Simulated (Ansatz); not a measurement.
**Relaxing a trial structure of H3O2SiZn**

The starting geometry of this gas-phase doublet was optimised with GFN2-xTB.

```xyz
7

O    -3.4155    0.9570    1.2509
O    -1.1851    0.0930    0.6800
Si   -2.7930   -0.0137    0.1736
Zn   -1.9030    1.5517    2.3474
H    -0.5372   -0.4148    0.1932
H    -3.1864   -1.4122    0.3211
H    -2.8357    0.4935   -1.1951
```

**Question.** Where would you expect an optimisation with PBE-D3(BJ)/def2-SVP to take it?

**Answer.** It keeps its bonds.

The energy falls by 0.22 eV over 26 steps:

| step | E − E(last) (eV) |
| --- | --- |
| 1 | 0.221 |
| 4 | 0.005 |
| 7 | 0.004 |
| 9 | 0.004 |
| 12 | 0.004 |
| 15 | 0.004 |
| 18 | 0.003 |
| 20 | 0.002 |
| 23 | 0.000 |
| 26 | 0.000 |

Final geometry (Å):

```xyz
7

O    -3.4242    1.0031    1.3083
O    -1.0950    0.2091    0.5207
Si   -2.7814    0.0329    0.1540
Zn   -1.9071    1.5092    2.3450
H    -0.5077   -0.5640    0.4406
H    -3.1087   -1.4375    0.2552
H    -3.0316    0.5019   -1.2527
```

Frequencies at the end are all real (lowest 113 cm⁻¹). Open shells are spin-unrestricted. Run with Ansatz 0.2.0, 56 s on 2 threads of Intel(R) Xeon(R) 6975P-C (Granite Rapids) (shared host).
